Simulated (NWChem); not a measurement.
System: diiodomethane (CH2I2); SMILES ICI

NWChem printed, in part:

```
             Northwest Computational Chemistry Package (NWChem) 7.3.0
             --------------------------------------------------------

 C2V symmetry detected

                             Geometry "geometry" -> ""
                             -------------------------

 Output coordinates in angstroms (scale by  1.889725989 to convert to a.u.)

  No.       Tag          Charge          X              Y              Z
 ---- ---------------- ---------- -------------- -------------- --------------
    1 I                   53.0000     1.81341400     0.00000000     0.09032200
    2 C                    6.0000     0.00000000     0.00000000    -1.04218600
    3 I                   53.0000    -1.81341400     0.00000000     0.09032200
    4 H                    1.0000     0.00000000     0.90293200    -1.66050800
    5 H                    1.0000     0.00000000    -0.90293200    -1.66050800

 Effective nuclear repulsion energy (a.u.)     615.2621377391

      Symmetry information
      --------------------

 Group name             C2v
 Group number             16
 Group order               4
 No. of unique centers     3

                                 NWChem DFT Module
                                 -----------------

 Summary of "ao basis" -> "ao basis" (spherical)
 ------------------------------------------------------------------------------
       Tag                 Description            Shells   Functions and Types
 ---------------- ------------------------------  ------  ---------------------
 I                         def2-tzvp                16       50   6s5p3d2f
 C                         def2-tzvp                11       31   5s3p2d1f
 H                         def2-tzvp                 4        6   3s1p

      Symmetry analysis of basis
      --------------------------

        a1         52
        a2         21
        b1         41
        b2         29

            General Information
            -------------------
          SCF calculation type: DFT
          Wavefunction type:  closed shell.
          No. of atoms     :     5
          No. of electrons :    58
           Alpha electrons :    29
            Beta electrons :    29
          Charge           :     0
          Spin multiplicity:     1
          Use of symmetry is: on ; symmetry adaption is: on
          Maximum number of iterations: 150
          AO basis - number of functions:   143
                     number of shells:    51
          Convergence on energy requested:  1.00D-06
          Convergence on density requested:  1.00D-05
          Convergence on gradient requested:  5.00D-04

              XC Information
              --------------
                          N12 Method XC Functional
                           N12 Exchange Functional  1.000
                         N12 Correlation Potential  1.000

             Grid Information
             ----------------
          Grid used for XC integration:  medium
          Radial quadrature: Mura-Knowles
          Angular quadrature: Lebedev.
          Tag              B.-S. Rad. Rad. Pts. Rad. Cut. Ang. Pts.
          ---              ---------- --------- --------- ---------
          I                   1.40      123          12.0       590
          C                   0.70       49           9.0       434
          H                   0.35       45          10.0       434
          Grid pruning is: on
          Number of quadrature shells:   217
          Spatial weights used:  Erf1

      Superposition of Atomic Density Guess
      -------------------------------------

 Sum of atomic energies:        -732.99460976

      Non-variational initial energy
      ------------------------------

 Total energy =    -632.688489
 1-e energy   =   -1468.022377
 2-e energy   =     644.029996
 HOMO         =      -0.315013
 LUMO         =      -0.054063

      Symmetry analysis of molecular orbitals - initial
      -------------------------------------------------

  Numbering of irreducible representations:

     1 a1          2 a2          3 b1          4 b2

  Orbital symmetries:

     1 a1          2 a1          3 b1          4 a1          5 b1
     6 a1          7 b2          8 b1          9 a2         10 a1
    11 b1         12 a1         13 b2         14 a2         15 b1
    16 a1         17 b2         18 a2         19 b1         20 a1
    21 b1         22 a1         23 b2         24 a1         25 b1
    26 a2         27 a1         28 b1         29 b2         30 a1
    31 b1         32 a1         33 b2         34 a1         35 b1
    36 b2         37 a1         38 b1         39 a2

     ---------------------------------------------
      Total Density - Mulliken Population Analysis
     ---------------------------------------------

    Atom       Charge   Shell Charges
 -----------   ------   -------------------------------------------------------
    1 I   25    25.17   0.19 -0.77  1.58  1.01  1.10  0.83 -0.49  6.45  1.36  2.83  1.04  9.23  0.76  0.05  0.01  0.00
    2 C    6     6.00   0.86  1.12  0.51  0.71  0.08  0.95  1.30  0.39  0.01  0.07  0.00
    3 I   25    25.17   0.19 -0.77  1.58  1.01  1.10  0.83 -0.49  6.45  1.36  2.83  1.04  9.23  0.76  0.05  0.01  0.00
    4 H    1     0.83   0.24  0.44  0.13  0.02
    5 H    1     0.83   0.24  0.44  0.13  0.02

   convergence    iter        energy       DeltaE   RMS-Dens  Diis-err
 ---------------- ----- ----------------- --------- --------- ---------
 d= 0,ls=0.0,diis     1   -636.1834903244 -8.27D+02  1.31D-02  9.29D-01
 d= 0,ls=0.0,diis     2   -635.9371942955  2.46D-01  7.54D-03  2.82D+00
 d= 0,ls=0.0,diis     3   -636.2570863407 -3.20D-01  2.30D-03  1.82D-01
 d= 0,ls=0.0,diis     4   -636.2674973691 -1.04D-02  8.04D-04  1.26D-02
 d= 0,ls=0.0,diis     5   -636.2766473105 -9.15D-03  5.32D-05  8.44D-05
  Resetting Diis
 d= 0,ls=0.0,diis     6   -636.2766538164 -6.51D-06  1.88D-05  8.06D-06
 d= 0,ls=0.0,diis     7   -636.2766543843 -5.68D-07  1.05D-05  1.19D-06
 d= 0,ls=0.0,diis     8   -636.2766542145  1.70D-07  7.45D-06  2.53D-06

         Total DFT energy =     -636.276654214463
      One electron energy =    -1471.158727082004
           Coulomb energy =      695.825121114983
    Exchange-Corr. energy =      -52.246941217746
 Nuclear repulsion energy =      191.303892970304

 Numeric. integr. density =       57.999985912260

                  Occupations of the irreducible representations
                  ----------------------------------------------

                     irrep           alpha         beta
                     --------     --------     --------
                     a1               11.0         11.0
                     a2                4.0          4.0
                     b1                9.0          9.0
                     b2                5.0          5.0

                       DFT Final Molecular Orbital Analysis
                       ------------------------------------

 Vector   27  Occ=2.000000D+00  E=-2.318415D-01  Symmetry=a2
              MO Center= -6.7D-13,  4.2D-15,  6.2D-02, r^2= 5.3D+00
   Bfn.  Coefficient  Atom+Function         Bfn.  Coefficient  Atom+Function
  ----- ------------  ---------------      ----- ------------  ---------------
    17      0.376161  1 I  py                98     -0.376161  3 I  py
    11     -0.336671  1 I  py                92      0.336671  3 I  py
    14      0.284773  1 I  py                95     -0.284773  3 I  py
    20      0.206137  1 I  py               101     -0.206137  3 I  py
     8     -0.042845  1 I  py                89      0.042845  3 I  py

 Vector   28  Occ=2.000000D+00  E=-2.262017D-01  Symmetry=b2
              MO Center=  6.7D-13,  1.8D-15,  1.9D-02, r^2= 5.2D+00
   Bfn.  Coefficient  Atom+Function         Bfn.  Coefficient  Atom+Function
  ----- ------------  ---------------      ----- ------------  ---------------
    17      0.361885  1 I  py                98      0.361885  3 I  py
    11     -0.323015  1 I  py                92     -0.323015  3 I  py
    14      0.273404  1 I  py                95      0.273404  3 I  py
    20      0.202180  1 I  py               101      0.202180  3 I  py
    57     -0.096155  2 C  py               134     -0.093148  4 H  s

 Vector   29  Occ=2.000000D+00  E=-2.205068D-01  Symmetry=b1
              MO Center= -1.5D-13, -4.6D-15,  2.7D-02, r^2= 5.6D+00
   Bfn.  Coefficient  Atom+Function         Bfn.  Coefficient  Atom+Function
  ----- ------------  ---------------      ----- ------------  ---------------
    18     -0.273892  1 I  pz                99      0.273892  3 I  pz
    16      0.269130  1 I  px                97      0.269130  3 I  px
    10     -0.243875  1 I  px                12      0.243835  1 I  pz
    91     -0.243875  3 I  px                93     -0.243835  3 I  pz
    13      0.209845  1 I  px                94      0.209845  3 I  px

 Vector   30  Occ=0.000000D+00  E=-9.316374D-02  Symmetry=a1
              MO Center= -8.6D-14,  6.3D-15, -1.6D-01, r^2= 5.7D+00
   Bfn.  Coefficient  Atom+Function         Bfn.  Coefficient  Atom+Function
  ----- ------------  ---------------      ----- ------------  ---------------
    55      0.743579  2 C  s                 19      0.363108  1 I  px
   100     -0.363108  3 I  px                54      0.347623  2 C  s
     6     -0.291499  1 I  s                 16      0.292643  1 I  px
    87     -0.291499  3 I  s                 97     -0.292643  3 I  px
    64      0.261200  2 C  pz                61      0.236261  2 C  pz

[...]
```

Level: N12/def2-TZVP with def2 effective core potentials on I. Structure relaxed at the PBE0/def2-SVP level. No frequency run checked for a minimum. def2 effective core potentials on I; no spin-orbit coupling.

Question: Which NWChem input produces such a log?

Answer: One answer among several that fit: the input that was run:
```
start job
memory heap 200 mb stack 900 mb global 1100 mb
geometry units angstroms noautoz
  I      1.813414     0.000000     0.076257
  C      0.000000     0.000000    -1.056251
  I     -1.813414     0.000000     0.076257
  H      0.000000     0.902932    -1.674573
  H      0.000000    -0.902932    -1.674573
end
basis spherical
  I library def2-tzvp
  C library def2-tzvp
  H library def2-tzvp
end
ecp
  I library def2-ecp
end
dft
  xc n12
  iterations 150
  mulliken
end
task dft energy
```
